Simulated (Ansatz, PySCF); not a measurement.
Noncovalent pair: HF (SMILES F) (first 2 atoms) with AsH3 (SMILES [AsH3]); geometry from B3LYP-D3(BJ)/def2-TZVP.
(charge 0, multiplicity 1):
```xyz
6

F      0.833    -0.560    -0.255
H      0.551    -0.322     0.606
As    -0.166     0.284     2.810
H      0.624    -0.092     4.049
H     -1.495    -0.171     3.384
H     -0.353     1.730     3.232
```

Counterpoise-corrected where a basis set is named; no monomer relaxation. Rows marked so take none.

Rows in 6-31G* carry no dispersion term and start afresh at each structure (6-31G* with six Cartesian d functions); the Pople sets are all-electron and without relativity.

Run with Ansatz (a quantum-chemistry and plane-wave program) with Gaussian orbitals; PySCF for 6-31G* rows, the dispersion terms. Values without a source in brackets are computed.

Task: One of these levels gives -3.06 kcal/mol for the interaction energy. Which one is it?
(A) B3LYP/6-31G*
(B) HF/aug-cc-pVDZ
(C) B3LYP/6-31G* (no counterpoise)
(D) r2SCAN-D3(BJ)/def2-TZVPPD

Result: A, B3LYP/6-31G*. The others give -2.43 (HF/aug-cc-pVDZ), -4.88 (r2SCAN-D3(BJ)/def2-TZVPPD), -4.20 (B3LYP/6-31G* (no counterpoise))
